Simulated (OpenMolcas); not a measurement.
**Tm3+: moving or changing the point charges**

Tm3+ among 6 point charges of -0.5 e arranged as a trigonal antiprism (D3d), 2.67 Å from the ion, with a polar angle of 50.4° against the regular 54.74°.

| Item | Value |
| --- | --- |
| Program | OpenMolcas 26.06 |
| Method | CASSCF |
| Basis | ANO-RCC-VDZP [7s6p4d2f1g] |
| Scalar Hamiltonian | DKH2, point nucleus |
| Active space | 12 electrons in 7 orbitals (4f) |
| State averaging | 2S+1 = 3 even, 21 roots; 2S+1 = 1 even, 27 roots kept (CI in the orbitals of an earlier block) |
| Spin-orbit coupling | state interaction with AMFI integrals over the reference wave functions |

Runs around this geometry, states (labels of D3, the rotations of D3d). Energies in cm-1 above the lowest state or level, χT in cm3 K/mol.

| R (Å) | q (e) | Ground state | First state of that spin | First gap with spin-orbit (degeneracies) | Width of lowest J | χT at 300 K |
| --- | --- | --- | --- | --- | --- | --- |
| 2.67 | -0.25 | 3A2 | 3E 7.4 | 4.7 (1, 2) | 97 | 7.142 |
| 2.67 | -0.5 | 3A2 | 3E 14.7 | 9.5 (1, 2) | 195 | 7.134 |
| 2.96 | -0.5 | 3A2 | 3E 9.7 | 6.3 (1, 2) | 142 | 7.140 |
| 3.16 | -0.5 | 3A2 | 3E 7.5 | 4.9 (1, 2) | 117 | 7.142 |

Taking the width of the lowest J multiplet as R^-n, n = -ln(117 / 195) / ln(3.16 / 2.67) = 3.0 between the shortest and longest distance.

Scaling the charges by -0.25 / -0.5 = 0.50 scales the width of the lowest J multiplet by 97 / 195 = 0.50; with fixed orbitals a first-order splitting would follow the charge.

Point charges carry no covalency, so the field is a model and not that of real ligands. An unlabelled pair can be two single states that coincide in this model. No measured value stands beside these numbers.
